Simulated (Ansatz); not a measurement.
Breaking a bond: Be2, singlet.

Computed with full CI/aug-cc-pVDZ, frozen core in Ansatz (a first-principles code).

Task: Relative to R = 2.59 Å, what are the energies at R = 2.12, 5.46, 6.19, 6.84 Å?

Result: 17.9 kJ/mol at 2.12 Å, 2.8 kJ/mol at 5.46 Å, 3.1 kJ/mol at 6.19 Å, 3.3 kJ/mol at 6.84 Å.

Also computed but left out beside FCI, since their determinant holds another spin at the minimum (<S²> over 0.7 above the pure value): UHF, UMP2, UCCSDT, UCCSDT(Q), UMP2/3-21G.
